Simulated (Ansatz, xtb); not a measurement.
# C3H9Sn: which of two isomers lies lower

Structure X is `C[CH2][SnH][CH3]`, a doublet and structure Y is `[CH3][Sn]([CH3])[CH3]`, a doublet. Both are isolated molecules in the gas phase, relaxed with PBE0-D3(BJ)/def2-SVP; each stands in its lowest conformer found.

X (Å):

| atom | x (Å) | y (Å) | z (Å) |
| --- | --- | --- | --- |
| C | 0.3548 | -0.1402 | 0.7772 |
| C | 0.8995 | 0.1214 | 2.1748 |
| C | 1.6934 | -3.3023 | 2.5288 |
| Sn | 0.6893 | -1.6234 | 3.4777 |
| H | 0.4640 | 0.7472 | 0.1294 |
| H | 0.8816 | -0.9687 | 0.2770 |
| H | -0.7164 | -0.3974 | 0.7938 |
| H | 0.3776 | 0.9601 | 2.6611 |
| H | 1.9694 | 0.3813 | 2.1484 |
| H | -1.0051 | -2.0120 | 3.5706 |
| H | 2.7718 | -3.1066 | 2.4500 |
| H | 1.2776 | -3.4416 | 1.5188 |
| H | 1.5353 | -4.2215 | 3.1095 |

Y (Å):

```yaml
atoms:
  - { symbol: C, position_ang: [-1.8216, -1.0005, -0.5531] }
  - { symbol: C, position_ang: [1.6658, -0.9611, -0.9568] }
  - { symbol: C, position_ang: [0.1851, 0.8065, 1.6908] }
  - { symbol: Sn, position_ang: [-0.0509, 0.2554, -0.4012] }
  - { symbol: H, position_ang: [-1.9610, -1.3504, -1.5855] }
  - { symbol: H, position_ang: [-1.6902, -1.8736, 0.1059] }
  - { symbol: H, position_ang: [-2.7173, -0.4472, -0.2381] }
  - { symbol: H, position_ang: [1.7068, -1.8363, -0.2888] }
  - { symbol: H, position_ang: [2.5973, -0.3876, -0.8513] }
  - { symbol: H, position_ang: [1.5745, -1.3086, -1.9953] }
  - { symbol: H, position_ang: [1.0968, 1.4032, 1.8337] }
  - { symbol: H, position_ang: [0.2630, -0.1149, 2.2898] }
  - { symbol: H, position_ang: [-0.6811, 1.3864, 2.0389] }
```

Q: Estimate which is lower in electronic energy at CCSD(T)/def2-SVP + ΔMP2/def2-TZVPP, and by roughly how much.

A: The CCSD(T)/def2-SVP + ΔMP2/def2-TZVPP calculation puts structure Y lower, by 8.7 kcal/mol.

Level by level:

```json
{"level": "GFN2-xTB", "geometry": "GFN2-xTB", "E(Y) − E(X) (kcal/mol)": "+8.3", "departure from the last row (kcal/mol)": "+16.9", "job, with rough time for the two": "optimisation, 0.12 s"}
{"level": "HF/STO-3G", "geometry": "GFN2-xTB", "E(Y) − E(X) (kcal/mol)": "−13.7", "departure from the last row (kcal/mol)": "−5.0", "job, with rough time for the two": "single point, 1.4 s"}
{"level": "r2SCAN-D4/def2-SVP", "geometry": "GFN2-xTB", "E(Y) − E(X) (kcal/mol)": "−5.9", "departure from the last row (kcal/mol)": "+2.8", "job, with rough time for the two": "single point, 8.7 s"}
{"level": "PBE0-D3(BJ)/def2-SVP", "geometry": "PBE0-D3(BJ)/def2-SVP", "E(Y) − E(X) (kcal/mol)": "−5.4", "departure from the last row (kcal/mol)": "+3.3", "job, with rough time for the two": "optimisation, 2.3 min"}
{"level": "HF/def2-SVP", "geometry": "PBE0-D3(BJ)/def2-SVP", "E(Y) − E(X) (kcal/mol)": "−5.4", "departure from the last row (kcal/mol)": "+3.3", "job, with rough time for the two": "part of the CCSD(T) run"}
{"level": "MP2/def2-SVP", "geometry": "PBE0-D3(BJ)/def2-SVP", "E(Y) − E(X) (kcal/mol)": "−5.8", "departure from the last row (kcal/mol)": "+2.9", "job, with rough time for the two": "part of the CCSD(T) run"}
{"level": "CCSD(T)/def2-SVP", "geometry": "PBE0-D3(BJ)/def2-SVP", "E(Y) − E(X) (kcal/mol)": "−4.8", "departure from the last row (kcal/mol)": "+3.8", "job, with rough time for the two": "single point"}
{"level": "CCSD(T)/def2-SVP + ΔMP2/def2-TZVPP", "geometry": "PBE0-D3(BJ)/def2-SVP", "E(Y) − E(X) (kcal/mol)": "−8.7", "departure from the last row (kcal/mol)": "", "job, with rough time for the two": "single point, 3 min"}
```

As drawn, Y has 1 C–Sn, 1 C–H in place of 1 C–C, 1 Sn–H.

GFN2-xTB puts the two in the other order. The largest departure from CCSD(T)/def2-SVP + ΔMP2/def2-TZVPP is that of GFN2-xTB, 16.9 kcal/mol. The last row adds to CCSD(T) the change of the MP2 difference between the two basis sets, here −3.8 kcal/mol, a large step that makes the value less sure.

With harmonic frequencies from PBE0-D3(BJ)/def2-SVP (ideal gas, rigid rotor, one conformer each, 600 K, 1 atm): on the last row, ΔE + ΔZPE = −8.5 kcal/mol. A mode under 50 cm⁻¹ makes harmonic enthalpies and free energies unreliable, so none is given.

Open shells are spin-unrestricted. The correlated steps freeze 7 core orbitals; the filled d shell of Sn is correlated, in a basis made for valence electrons. Atoms past krypton carry core potentials in the def2 sets, other sets are all-electron and non-relativistic, and no spin–orbit term is included. Programs: Ansatz 0.2.0, xtb 6.7.1; the last row on 2 threads of Arm Neoverse V2 on a shared host.
